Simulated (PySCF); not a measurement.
# Löwdin shares of the frontier orbitals

CF3CHF2, C2HF5.
Z-matrix (Å and degrees, GFN2-xTB geometry), rows numbered from 1:
```
F 
C   1  1.3409
F   2  1.3408  1  107.98
C   2  1.5496  1  109.68  3  -119.62
F   4  1.3252  2  112.88  1    59.35
F   4  1.3343  2  110.08  1  -179.74
F   4  1.3343  2  109.98  1   -61.51
H   2  1.1017  1  109.43  3   119.02
```

Level of theory: TDDFT B3LYP/def2-SVPD, vertical, gas phase, core orbitals frozen in the response (PySCF).

Frontier orbitals with the atoms that hold most of them (Löwdin shares over 4%, at most four atoms; ? is withheld):

| orbital | ε (eV) | atoms |
| --- | --- | --- |
| HOMO-3 | -12.28 | F1 27%, F3 27%, C2 14%, F6 10% |
| HOMO-2 | -12.24 | F5 28%, F7 19%, F6 18%, F3 17% |
| HOMO-1 | -12.13 | ? |
| HOMO | -10.53 | ? |
| LUMO | 0.20 | C2 31%, H8 21%, C4 13%, F3 9% |
| LUMO+1 | 0.75 | F1 17%, F3 17%, C2 14%, F6 13% |
| LUMO+2 | 1.07 | F6 21%, F7 21%, C4 14%, H8 11% |

Question: Give the leading atoms of the HOMO-1.

Answer: F1 (bonded to C) 25%; F3 (bonded to C) 25%; F7 (bonded to C) 20%; F6 (bonded to C) 20%.

Question: Which atoms hold the HOMO, and with what shares?

Answer: F1 (bonded to C) 20%; F3 (bonded to C) 20%; C2 (bonded to C, 2 F and H) 19%; C4 (bonded to C and 3 F) 12%. By element: fluorine 40% or more, carbon 31%.

Question: The HOMO–LUMO gap is 10.73 eV. Where does the response calculation put the lowest singlet, and from which orbitals?

Answer: S1 is at 9.64 eV (f = 0.036), 1.09 eV below the gap, made of HOMO→LUMO (97%). 

Question: One configuration dominates each of S1, S2, S5, S7 and S8. Which, and how do the shares of the two leading atoms of either orbital change from the occupied to the empty one?

Answer: 
- S1 (9.64 eV, f 0.036), HOMO→LUMO (97%): F1 20% → at most 10%, F3 20% → 9%, C2 19% → 31%, H8 at most 12% → 21%
- S2 (9.95 eV, f 0.0010), HOMO→LUMO+1 (97%): F1 20% → 17%, F3 20% → 17%
- S5 (11.25 eV, f 0.0098), HOMO-1→LUMO (79%): F1 25% → at most 10%, F3 25% → 9%, C2 at most 10% → 31%, H8 at most 10% → 21%
- S7 (11.45 eV, f 0.0009), HOMO-2→LUMO (73%): F5 28% → at most 10%, F7 19% → at most 10%, C2 at most 17% → 31%, H8 at most 17% → 21%
- S8 (11.64 eV, f 0.013), HOMO-1→LUMO+1 (81%): F1 25% → 17%, F3 25% → 17%
